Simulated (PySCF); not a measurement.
Field gradients at the hydrogen positions

Species: C5H15OPSi.
Cartesian coordinates in Å at the GFN2-xTB level; atoms count from 1:
```xyz
23
C5H15OPSi angstrom
C      3.2602   -0.5841    0.0235
O      1.9788   -0.0242   -0.0796
C      1.2398   -0.0860    1.1228
Si    -0.4431    0.7380    0.7131
P     -0.1416    2.8368   -0.0366
C     -1.3529   -0.2221   -0.6707
C     -2.7482    0.3600   -0.8772
C     -1.4340   -1.7196   -0.3911
H      3.8647   -0.0558    0.7722
H      3.7277   -0.4900   -0.9550
H      3.2074   -1.6442    0.3034
H      1.7678    0.4527    1.9219
H      1.1348   -1.1271    1.4541
H     -1.2354    0.7589    1.9579
H      0.9023    2.4892   -0.8751
H      0.7249    3.2002    0.9806
H     -0.7914   -0.0848   -1.6019
H     -2.6950    1.4341   -1.0465
H     -3.3668    0.1849    0.0003
H     -3.2356   -0.1002   -1.7354
H     -0.4393   -2.1509   -0.3150
H     -1.9656   -1.9095    0.5391
H     -1.9641   -2.2294   -1.1949
```

Level: PBE0/pcSseg-1 (PySCF, non-relativistic); Q(2H) = 0.00286 b; rigid geometry, the same for H and D, with no vibrational averaging.

Question: Rank these positions by the coupling χzz of a deuteron there, largest first.
A. H13 (methylene hydrogen)
B. H21 (methyl hydrogen)
C. H15 (P–H hydrogen)
D. H14 (Si–H hydrogen)
E. H18 (methyl hydrogen)

Answer: B (213 kHz), E (208 kHz), A (198 kHz), C (144 kHz), D (105 kHz).

What are Vzz, η and χzz (234.96 MHz × Q × Vzz) at all hydrogens?

```
atom  bonded to  bond length (Å)  Vzz (au)     η  χzz (kHz)
  H9         C1            1.098    0.2888  0.08        194
 H10         C1            1.089    0.3068  0.06        206
 H11         C1            1.098    0.2889  0.08        194
 H12         C3            1.099    0.2922  0.09        196
 H13         C3            1.098    0.2944  0.09        198
 H14        Si4            1.476    0.1556  0.01        105
 H15         P5            1.383    0.2138  0.09        144
 H16         P5            1.385    0.2157  0.07        145
 H17         C6            1.096    0.2993  0.03        201
 H18         C7            1.089    0.3097  0.03        208
 H19         C7            1.088    0.3143  0.02        211
 H20         C7            1.089    0.3141  0.02        211
 H21         C8            1.087    0.3170  0.02        213
 H22         C8            1.088    0.3141  0.02        211
 H23         C8            1.089    0.3127  0.02        210
```

Average by the element that carries the hydrogen.

on C: 205 kHz over 12 positions, mean bond length 1.092 Å; on Si: 105 kHz over 1 position, mean bond length 1.476 Å; on P: 144 kHz over 2 positions, mean bond length 1.384 Å.

How does χzz go with the bond length over the 12 C–H bonds?

A straight-line fit has a slope of -14.6 kHz for each 0.01 Å, with a correlation coefficient of -0.96, over lengths from 1.087 to 1.099 Å. The longer bonds have the smaller couplings here.

Isolated species at its GFN2-xTB geometry (one conformer only). GFN2-xTB bond lengths can be off by several hundredths of an ångström, more for odd bonds, and the gradients follow them. These gradients aren't converged with respect to the basis.
